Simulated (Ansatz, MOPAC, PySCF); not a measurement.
Pair of molecules: HF (SMILES F) (first 2 atoms) with C4H6 (SMILES C=CC=C); geometry from B3LYP-D3(BJ)/def2-TZVP, rigid monomers moved along the line of their centres of mass till H2···C3 is 2.44 Å.
(charge 0, multiplicity 1):
```
atom    x (Å)    y (Å)   z (Å)
----  -------  -------  ------
F      0.5360   0.0197  0.2479
H      0.6546   0.2495  1.1478
C      1.0419   1.2923  3.3212
C      0.5945   0.1004  3.7348
C     -0.7980  -0.2016  4.0154
C     -1.2258  -1.3957  4.4250
H      0.3677   2.1292  3.1803
H      2.0928   1.4708  3.1380
H      1.3015  -0.7124  3.8771
H     -1.5088   0.6073  3.8745
H     -2.2712  -1.5860  4.6257
H     -0.5391  -2.2215  4.5692
```

Monomers are frozen at their geometry in the pair; levels with a basis set take the counterpoise correction. Rows marked so take none.

Cores are frozen in the correlated methods. Rows in 3-21G, 6-31G* carry no dispersion term and start afresh at each structure (6-31G* with six Cartesian d functions). MP2/6-31G* freezes PySCF's default core. The state that AM1, PM7 reach isn't checked; PM7 holds dispersion and hydrogen-bond terms.

Codes used: Ansatz (Gaussian orbitals); MOPAC for AM1, PM7 (differences of heats of formation); PySCF for 3-21G rows, 6-31G* rows, the dispersion terms. Each number belongs to the level named beside it.

Other levels give for the interaction energy: PBE/def2-TZVPPD -183.9; B3LYP/def2-TZVPPD -157.6; B3LYP-D3(BJ)/def2-TZVPPD -206.2; wB97M-V/def2-TZVPPD -193.9; CCSD(T)/aug-cc-pVDZ -158.1 meV.

Common cheap choices:

```tsv
level	interaction energy (meV)
AM1	-47.0
PM7	-90.7
HF/3-21G (no counterpoise)	-199.7
HF/6-31G* (no counterpoise)	-174.0
B3LYP/6-31G* (no counterpoise)	-203.7
M06-2X/6-31G* (no counterpoise)	-213.8
MP2/6-31G*	-151.2
MP2/6-31G* (no counterpoise)	-205.4
```

Ansatz is an electronic-structure program.
